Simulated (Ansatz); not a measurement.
Molecule: tris(ethenyl)-fluorosilane, C6H9FSi, charge 0, multiplicity 1. 
Geometry from a B3LYP-D3(BJ)/def2-TZVP (Ansatz, an electronic-structure program) optimisation:
```
Si
F 1 1.6151
C 1 1.8562 2 107.58
C 3 1.3319 1 123.49 2 -135.02
H 4 1.0849 3 121.62 1 1.26
H 4 1.0851 5 116.02 3 -179.95
H 3 1.0882 4 118.12 5 179.99
C 1 1.8562 2 107.58 3 -120.00
C 8 1.3319 1 123.49 2 -135.02
H 9 1.0849 8 121.62 1 1.26
H 9 1.0851 10 116.02 8 -179.95
H 8 1.0882 9 118.12 10 179.99
C 1 1.8562 2 107.58 3 120.00
C 13 1.3319 1 123.49 2 -135.02
H 14 1.0849 13 121.62 1 1.26
H 14 1.0851 15 116.02 13 -179.95
H 13 1.0882 14 118.12 15 179.99
```

Computed values are from Ansatz. Valence correlation only, unless marked. UHF or UKS for open shells. Spin-orbit coupling is left out. No relativistic terms. CBS marks a two-point X^-3 extrapolation of the correlation energy; Hartree-Fock from the larger set. The bracket is a focal-point correction in the basis named.

Problem. What is the total energy at RI-MP2/CBS(aug-cc-pV(T+d)Z,aug-cc-pV(Q+d)Z)+[CCSD(T)-MP2]/aug-cc-pV(T+d)Z?

Solution. -622.6244 Eh.

Problem. What is the T1 diagnostic at CCSD/aug-cc-pV(T+d)Z?

Solution. 0.012.

Problem. What is the dipole moment at CCSD(T)/aug-cc-pV(D+d)Z?

Solution. 2.17 D.

Problem. What is the atomisation energy De at RI-MP2/CBS(aug-cc-pV(T+d)Z,aug-cc-pV(Q+d)Z)+[CCSD(T)-MP2]/aug-cc-pV(T+d)Z?

Solution. 7262.7 kJ/mol.
